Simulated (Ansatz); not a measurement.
Relaxation of the cluster B7H13 with RKS B3LYP-D4/def2-SVP.

```sh
$ ansatz run in.yaml --threads 4 --pin off --events-out ev --progress --plain --max-ram 4787MiB
```

```yaml
crystal:
  periodic: [false, false, false]
  atoms:
    - {symbol: B, position_ang: [1.014640, 0.221240, 0.803000]}
    - {symbol: B, position_ang: [-0.391790, 1.278360, 0.038030]}
    - {symbol: B, position_ang: [1.031090, 0.738090, -0.751210]}
    - {symbol: B, position_ang: [0.313350, -1.400910, 1.236850]}
    - {symbol: B, position_ang: [-0.309330, 1.720090, -1.612740]}
    - {symbol: B, position_ang: [-1.915370, -0.634410, 0.512020]}
    - {symbol: B, position_ang: [1.419080, -0.966720, -0.326110]}
    - {symbol: H, position_ang: [-0.989340, -1.325530, 0.985310]}
    - {symbol: H, position_ang: [2.467410, -1.494690, -0.264570]}
    - {symbol: H, position_ang: [1.718800, 1.235500, -1.563470]}
    - {symbol: H, position_ang: [0.374390, -1.413890, 2.417350]}
    - {symbol: H, position_ang: [-0.181170, 2.867640, -1.833010]}
    - {symbol: H, position_ang: [-0.604890, 2.199090, 0.737500]}
    - {symbol: H, position_ang: [1.727500, 0.686010, 1.613510]}
    - {symbol: H, position_ang: [-2.678000, -0.375910, 1.370780]}
    - {symbol: H, position_ang: [0.833930, -1.227600, -1.331680]}
    - {symbol: H, position_ang: [-0.650920, 1.090750, -2.549760]}
    - {symbol: H, position_ang: [0.529620, -2.502150, 0.838990]}
    - {symbol: H, position_ang: [-1.368330, 0.459830, 0.135350]}
    - {symbol: H, position_ang: [-2.340670, -1.154810, -0.456120]}
basis:
  gaussian: {orbitals: def2-SVP}
hamiltonian: {xc: {name: B3LYP}, dispersion: d4}
scf: {lower_state_search: "off"}
output: {orbitals: {seedname: orbitals}}
relax: {f_tol: 0.02, max_steps: 100}
```

Hardware: 4 threads of Arm Neoverse V1 on a shared host. Wall time 42 s.

Positions (Å) and forces (eV/Å) at steps 1, 2, 3, 4, 5, 6, 7, 8, 9, 10, 13 of 13:

```xyz
20
step=1 energy=-4940.0880 eV
B     1.015    0.221    0.803   -0.652   -0.284   -0.043
B    -0.392    1.278    0.038    0.774   -0.823    0.553
B     1.031    0.738   -0.751   -0.812   -1.018    0.804
B     0.313   -1.401    1.237    0.146    0.940   -0.716
B    -0.309    1.720   -1.613    0.026    0.170   -0.201
B    -1.915   -0.634    0.512    0.124   -0.238    0.110
B     1.419   -0.967   -0.326   -0.162   -0.109    1.236
H    -0.989   -1.326    0.985    0.093   -0.677    0.287
H     2.467   -1.495   -0.265    0.577   -0.311    0.115
H     1.719    1.236   -1.563    0.047    0.553   -0.940
H     0.374   -1.414    2.417   -0.051    0.178    0.545
H    -0.181    2.868   -1.833    0.170    0.748    0.065
H    -0.605    2.199    0.738   -0.211    0.527    0.255
H     1.728    0.686    1.614    0.477    0.313    0.302
H    -2.678   -0.376    1.371   -0.140    0.359    0.627
H     0.834   -1.228   -1.332   -0.509    0.338   -0.718
H    -0.651    1.091   -2.550   -0.019   -0.593   -0.500
H     0.530   -2.502    0.839    0.140   -0.398   -0.553
H    -1.368    0.460    0.135   -0.124    0.531   -0.531
H    -2.341   -1.155   -0.456    0.104   -0.206   -0.696
20
step=2 energy=-4940.5475 eV
B     1.018    0.225    0.838   -0.290    0.155   -0.085
B    -0.391    1.267    0.077    0.213   -0.427    0.625
B     0.979    0.687   -0.740   -0.100   -0.701   -0.097
B     0.307   -1.386    1.238    0.018    0.622   -0.317
B    -0.319    1.729   -1.598    0.685   -0.199   -0.441
B    -1.900   -0.657    0.506    0.071    0.102    0.153
B     1.405   -0.992   -0.272    0.035   -0.034    0.684
H    -1.000   -1.391    1.000    0.011   -0.471    0.175
H     2.464   -1.541   -0.215    0.124   -0.079   -0.097
H     1.566    1.187   -1.674   -0.187    0.291   -0.116
H     0.354   -1.395    2.435    0.021   -0.054    0.098
H    -0.139    2.898   -1.788   -0.027    0.170    0.059
H    -0.633    2.223    0.748   -0.072    0.081    0.070
H     1.787    0.721    1.606    0.033    0.051    0.106
H    -2.634   -0.336    1.395   -0.010    0.007    0.120
H     0.817   -1.128   -1.337   -0.266    0.284   -0.155
H    -0.561    1.052   -2.565   -0.249   -0.056    0.012
H     0.548   -2.471    0.755    0.084   -0.053   -0.235
H    -1.387    0.466    0.104   -0.165    0.369   -0.414
H    -2.282   -1.159   -0.513    0.070   -0.059   -0.143
20
step=3 energy=-4940.9129 eV
B     1.019    0.247    0.883    0.030    0.589   -0.075
B    -0.369    1.233    0.114   -0.090   -0.288    0.705
B     0.960    0.609   -0.730   -0.190   -0.392   -0.692
B     0.293   -1.344    1.232   -0.292    0.274    0.184
B    -0.237    1.692   -1.609    0.443   -0.444   -0.586
B    -1.873   -0.658    0.498    0.248    0.471    0.066
B     1.402   -1.012   -0.191    0.339   -0.143    0.235
H    -1.020   -1.466    1.023    0.083   -0.126    0.035
H     2.465   -1.591   -0.200   -0.285    0.107   -0.250
H     1.440    1.171   -1.742   -0.199    0.049    0.320
H     0.351   -1.421    2.439    0.090   -0.237   -0.286
H    -0.067    2.887   -1.762    0.009   -0.337    0.043
H    -0.644    2.221    0.753    0.079   -0.207   -0.157
H     1.804    0.775    1.639   -0.273   -0.193   -0.039
H    -2.592   -0.303    1.409    0.062   -0.235   -0.263
H     0.759   -0.983   -1.290    0.027    0.340    0.220
H    -0.641    1.002   -2.551    0.087    0.434    0.449
H     0.569   -2.388    0.620    0.066    0.246   -0.001
H    -1.419    0.496    0.023   -0.207    0.054   -0.203
H    -2.201   -1.165   -0.557   -0.029    0.038    0.297
20
step=4 energy=-4941.3266 eV
B     1.004    0.292    0.917    0.283    0.367   -0.129
B    -0.369    1.169    0.161   -0.427   -0.033    0.290
B     0.912    0.519   -0.740   -0.303    0.032   -0.525
B     0.273   -1.276    1.236   -0.525   -0.011    0.694
B    -0.146    1.617   -1.623    0.415   -0.384   -0.541
B    -1.832   -0.626    0.507    0.254    0.495   -0.066
B     1.399   -1.014   -0.117    0.557   -0.336    0.132
H    -1.029   -1.506    1.054    0.265    0.122   -0.041
H     2.445   -1.619   -0.254   -0.407    0.244   -0.178
H     1.318    1.159   -1.779    0.028   -0.085    0.431
H     0.388   -1.510    2.428    0.048   -0.202   -0.554
H     0.065    2.811   -1.736   -0.148   -0.356    0.088
H    -0.650    2.196    0.739    0.094   -0.267   -0.209
H     1.772    0.829    1.683   -0.270   -0.163   -0.080
H    -2.565   -0.307    1.418    0.060   -0.193   -0.256
H     0.705   -0.811   -1.231    0.019    0.061    0.138
H    -0.646    0.976   -2.550    0.092    0.464    0.389
H     0.593   -2.254    0.486    0.076    0.339   -0.046
H    -1.486    0.536   -0.068   -0.045   -0.151    0.120
H    -2.152   -1.182   -0.531   -0.067    0.057    0.342
20
step=5 energy=-4941.5638 eV
B     0.991    0.323    0.930    0.061    0.020   -0.151
B    -0.400    1.115    0.157   -0.172    0.069    0.144
B     0.862    0.443   -0.750   -0.034    0.904    0.223
B     0.252   -1.228    1.267   -0.187    0.044    0.597
B    -0.042    1.541   -1.678   -0.323    0.284   -0.116
B    -1.789   -0.570    0.537    0.052    0.116   -0.061
B     1.413   -1.021   -0.050    0.149   -0.241   -0.027
H    -1.003   -1.484    1.075    0.014    0.005   -0.089
H     2.431   -1.610   -0.291   -0.034    0.085   -0.021
H     1.325    1.132   -1.745    0.232   -0.037    0.190
H     0.424   -1.679    2.383   -0.038   -0.009   -0.424
H     0.063    2.754   -1.654    0.097   -0.405   -0.023
H    -0.679    2.174    0.655    0.024   -0.144   -0.088
H     1.722    0.879    1.704   -0.069    0.007   -0.083
H    -2.524   -0.289    1.448    0.058   -0.054   -0.071
H     0.681   -0.746   -1.185   -0.127   -0.763   -0.288
H    -0.612    1.014   -2.606    0.141    0.086   -0.002
H     0.589   -2.110    0.358    0.058    0.085   -0.048
H    -1.542    0.550   -0.110    0.093   -0.092    0.100
H    -2.164   -1.189   -0.443    0.005    0.040    0.237
20
step=6 energy=-4941.6741 eV
B     0.953    0.331    0.921   -0.023    0.002    0.338
B    -0.451    1.102    0.154   -0.169    0.105   -0.074
B     0.838    0.461   -0.736   -0.035    0.499   -0.242
B     0.233   -1.225    1.277   -0.170    0.013    0.267
B    -0.020    1.552   -1.718    0.101    0.062   -0.046
B    -1.772   -0.555    0.623    0.140   -0.097    0.049
B     1.396   -1.008   -0.054    0.037   -0.336   -0.109
H    -0.979   -1.549    0.974    0.016    0.049   -0.034
H     2.427   -1.567   -0.307   -0.001    0.085    0.028
H     1.389    1.138   -1.675    0.015    0.046    0.153
H     0.391   -1.767    2.345    0.041    0.083   -0.204
H     0.122    2.751   -1.675   -0.034   -0.153    0.050
H    -0.775    2.161    0.615    0.054   -0.091   -0.051
H     1.674    0.914    1.681   -0.016    0.003   -0.040
H    -2.404   -0.242    1.593    0.023    0.001   -0.016
H     0.651   -0.748   -1.189    0.044   -0.452   -0.138
H    -0.459    1.053   -2.729   -0.037    0.026    0.137
H     0.591   -2.079    0.328    0.100    0.055   -0.059
H    -1.546    0.473   -0.141    0.096    0.080   -0.112
H    -2.257   -1.195   -0.286   -0.181    0.019    0.104
20
step=7 energy=-4941.7519 eV
B     0.920    0.322    0.929   -0.089    0.024   -0.083
B    -0.478    1.091    0.123    0.003   -0.063    0.012
B     0.834    0.469   -0.744    0.134   -0.133    0.106
B     0.214   -1.227    1.272   -0.120    0.055   -0.082
B     0.003    1.559   -1.728   -0.027   -0.020    0.000
B    -1.762   -0.547    0.651   -0.157   -0.069    0.083
B     1.398   -1.018   -0.062   -0.049    0.014   -0.107
H    -0.973   -1.580    0.903   -0.058    0.059   -0.076
H     2.457   -1.535   -0.281   -0.003    0.046    0.026
H     1.438    1.166   -1.622   -0.086    0.069    0.000
H     0.379   -1.789    2.315    0.009   -0.042    0.049
H     0.119    2.749   -1.645    0.010    0.043   -0.016
H    -0.818    2.146    0.568   -0.001    0.003    0.000
H     1.633    0.923    1.682    0.002   -0.017   -0.020
H    -2.289   -0.172    1.669    0.114   -0.050   -0.161
H     0.693   -0.786   -1.225    0.106   -0.024    0.104
H    -0.434    1.067   -2.738    0.040    0.019   -0.007
H     0.616   -2.073    0.310    0.045   -0.019   -0.041
H    -1.535    0.425   -0.207   -0.023   -0.104   -0.074
H    -2.415   -1.189   -0.171    0.151    0.209    0.287
20
step=8 energy=-4941.8035 eV
B     0.881    0.310    0.924    0.060    0.055   -0.010
B    -0.507    1.061    0.097   -0.114    0.023   -0.044
B     0.838    0.468   -0.742    0.093   -0.037   -0.023
B     0.184   -1.238    1.248   -0.025   -0.129    0.013
B     0.016    1.561   -1.741    0.029   -0.012    0.042
B    -1.751   -0.528    0.702    0.046    0.070   -0.021
B     1.404   -1.021   -0.067    0.030    0.104   -0.003
H    -0.986   -1.605    0.825   -0.015    0.077   -0.040
H     2.491   -1.494   -0.247   -0.037    0.012    0.033
H     1.456    1.200   -1.581   -0.086    0.010   -0.015
H     0.342   -1.821    2.285   -0.001    0.009   -0.048
H     0.114    2.755   -1.636   -0.019   -0.062   -0.027
H    -0.870    2.115    0.533    0.030   -0.024   -0.020
H     1.587    0.921    1.677   -0.023   -0.035    0.011
H    -2.163   -0.100    1.743    0.059   -0.035   -0.040
H     0.753   -0.798   -1.241    0.016    0.052    0.007
H    -0.372    1.077   -2.776    0.045    0.031    0.030
H     0.640   -2.076    0.274   -0.075   -0.028    0.035
H    -1.534    0.357   -0.265    0.003   -0.102    0.055
H    -2.519   -1.143   -0.013   -0.015    0.020    0.064
20
step=9 energy=-4941.8091 eV
B     0.853    0.309    0.934   -0.019   -0.022   -0.207
B    -0.526    1.035    0.047    0.086    0.163    0.165
B     0.879    0.493   -0.732   -0.038   -0.156    0.168
B     0.166   -1.262    1.214   -0.047   -0.062   -0.141
B     0.022    1.546   -1.737   -0.087    0.055   -0.263
B    -1.728   -0.501    0.737   -0.202   -0.195    0.228
B     1.413   -1.002   -0.059    0.025    0.015   -0.053
H    -1.003   -1.604    0.769   -0.047    0.011   -0.055
H     2.501   -1.479   -0.187    0.034   -0.059   -0.003
H     1.468    1.248   -1.572   -0.058   -0.012    0.061
H     0.322   -1.879    2.226    0.029   -0.041    0.046
H     0.074    2.741   -1.673    0.006    0.043    0.037
H    -0.894    2.087    0.476   -0.021    0.010    0.010
H     1.509    0.907    1.735    0.037    0.031    0.051
H    -2.015   -0.063    1.817    0.005    0.058   -0.131
H     0.832   -0.761   -1.263    0.031    0.024    0.071
H    -0.308    1.043   -2.782    0.013   -0.011    0.013
H     0.588   -2.053    0.193    0.094   -0.003    0.106
H    -1.528    0.287   -0.293   -0.031    0.068   -0.142
H    -2.625   -1.093    0.149    0.191    0.082    0.040
20
step=10 energy=-4941.8243 eV
B     0.859    0.304    0.930    0.020    0.015    0.004
B    -0.523    1.054    0.067    0.015   -0.065   -0.023
B     0.863    0.485   -0.730   -0.076   -0.035    0.022
B     0.168   -1.270    1.213   -0.005   -0.003   -0.090
B     0.007    1.546   -1.747    0.056   -0.049    0.048
B    -1.732   -0.499    0.733   -0.022   -0.006    0.015
B     1.419   -1.007   -0.060   -0.010    0.069    0.018
H    -1.003   -1.601    0.758    0.038   -0.010   -0.012
H     2.511   -1.481   -0.195   -0.008   -0.010   -0.003
H     1.450    1.239   -1.564    0.036    0.043   -0.042
H     0.318   -1.882    2.231    0.009    0.002    0.047
H     0.058    2.740   -1.670    0.015    0.040   -0.003
H    -0.887    2.107    0.496   -0.005    0.016    0.022
H     1.528    0.900    1.728   -0.021   -0.013   -0.004
H    -2.039   -0.049    1.797   -0.007   -0.013    0.000
H     0.821   -0.773   -1.252   -0.006    0.007   -0.009
H    -0.319    1.041   -2.790   -0.018   -0.034   -0.015
H     0.628   -2.077    0.230   -0.027    0.014    0.012
H    -1.531    0.315   -0.290    0.003    0.012    0.001
H    -2.597   -1.090    0.113    0.013    0.020    0.011
20
step=13 energy=-4941.8264 eV
B     0.858    0.305    0.931   -0.001    0.005    0.005
B    -0.522    1.056    0.070    0.004    0.006    0.004
B     0.861    0.486   -0.729    0.002    0.001   -0.001
B     0.165   -1.274    1.203    0.000   -0.005    0.003
B     0.011    1.539   -1.750   -0.001    0.000   -0.001
B    -1.729   -0.500    0.736   -0.002    0.004   -0.004
B     1.423   -1.000   -0.057   -0.001    0.001    0.000
H    -0.998   -1.603    0.732    0.004    0.002   -0.002
H     2.511   -1.480   -0.193   -0.002    0.002    0.000
H     1.450    1.244   -1.567   -0.003   -0.001   -0.001
H     0.311   -1.875    2.229    0.001    0.003   -0.003
H     0.058    2.736   -1.685    0.001   -0.004   -0.002
H    -0.874    2.112    0.504   -0.002   -0.006    0.002
H     1.515    0.897    1.739    0.001   -0.004    0.000
H    -2.032   -0.067    1.809    0.002    0.001   -0.001
H     0.822   -0.769   -1.251    0.000   -0.002   -0.001
H    -0.320    1.018   -2.785    0.001    0.002    0.000
H     0.628   -2.077    0.228   -0.001   -0.001    0.001
H    -1.541    0.332   -0.278   -0.002   -0.004    0.002
H    -2.598   -1.080    0.114   -0.001    0.000   -0.001
```

Another isomer (singlet) lies 1.39 eV lower at PBE0-D4/def2-TZVP; other spin states weren't run for this one.
